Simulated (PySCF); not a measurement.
CH4F2SeSi. Atoms are numbered in the order given.

```xyz
9

C     -2.0967    -0.8847     0.3600
Si    -0.7289     0.3401     0.1797
F     -0.6463     1.2174     1.5352
F     -1.0459     1.3777    -1.0170
Se     1.2912    -0.5293    -0.3351
H     -1.8801    -1.5913     1.1754
H     -3.0398    -0.3669     0.5943
H     -2.2259    -1.4571    -0.5698
H      1.2604    -1.3974     0.8534
```
Charge 0, spin multiplicity 1.

Coordinates come from a PBE0-D3(BJ)/def2-SVP optimisation. This is a generated structure with no PubChem entry under its InChIKey; it may be hypothetical. Other conformers were not sampled.

All values below come from TDA-CAM-B3LYP/def2-SVPD in PySCF.

Vertical excitations. The molecule is in vacuum.

Question: List the lowest excited states. (The exact figures need the calculation; the answer reports its results.)

Answer: 
```json
[
 {"state": "S1", "energy (eV)": "5.52", "λ (nm)": "224", "f": "0.004", "main pairs": "HOMO→LUMO 52 %, HOMO→LUMO+1 42 %"},
 {"state": "S2", "energy (eV)": "6.24", "λ (nm)": "199", "f": "0.062", "main pairs": "HOMO→LUMO+1 50 %, HOMO→LUMO 42 %"},
 {"state": "S3", "energy (eV)": "7.15", "λ (nm)": "173", "f": "0.001", "main pairs": "HOMO→LUMO+5 70 %"},
 {"state": "S4", "energy (eV)": "7.56", "λ (nm)": "164", "f": "0.019", "main pairs": "HOMO−1→LUMO 59 %, HOMO−1→LUMO+1 19 %, HOMO→LUMO+6 13 %"},
 {"state": "S5", "energy (eV)": "7.74", "λ (nm)": "160", "f": "0.017", "main pairs": "HOMO→LUMO+3 59 %, HOMO→LUMO+2 29 %"},
 {"state": "S6", "energy (eV)": "7.77", "λ (nm)": "159", "f": "0.003", "main pairs": "HOMO→LUMO+2 40 %, HOMO→LUMO+3 26 %, HOMO→LUMO+5 12 %, HOMO→LUMO+6 9 %"},
 {"state": "S7", "energy (eV)": "7.92", "λ (nm)": "157", "f": "0.023", "main pairs": "HOMO→LUMO+6 32 %, HOMO−1→LUMO 26 %, HOMO−1→LUMO+1 13 %, HOMO→LUMO+2 13 %"},
 {"state": "S8", "energy (eV)": "8.10", "λ (nm)": "153", "f": "0.055", "main pairs": "HOMO→LUMO+4 78 %"},
 {"state": "S9", "energy (eV)": "8.49", "λ (nm)": "146", "f": "0.173", "main pairs": "HOMO→LUMO+8 67 %"},
 {"state": "S10", "energy (eV)": "8.73", "λ (nm)": "142", "f": "0.389", "main pairs": "HOMO−1→LUMO+1 28 %, HOMO→LUMO+6 17 %, HOMO−1→LUMO+5 14 %, HOMO→LUMO+8 7 %"},
 {"state": "T1", "energy (eV)": "5.06", "λ (nm)": "245", "f": "0", "main pairs": "HOMO→LUMO 52 %, HOMO→LUMO+1 38 %"},
 {"state": "T2", "energy (eV)": "5.82", "λ (nm)": "213", "f": "0", "main pairs": "HOMO→LUMO+1 50 %, HOMO→LUMO 34 %, HOMO→LUMO+8 11 %"},
 {"state": "T3", "energy (eV)": "6.81", "λ (nm)": "182", "f": "0", "main pairs": "HOMO−1→LUMO+1 52 %, HOMO−1→LUMO 22 %"},
 {"state": "T4", "energy (eV)": "6.96", "λ (nm)": "178", "f": "0", "main pairs": "HOMO→LUMO+5 64 %"}
]
```
Triplets are in the Tamm–Dancoff approximation.
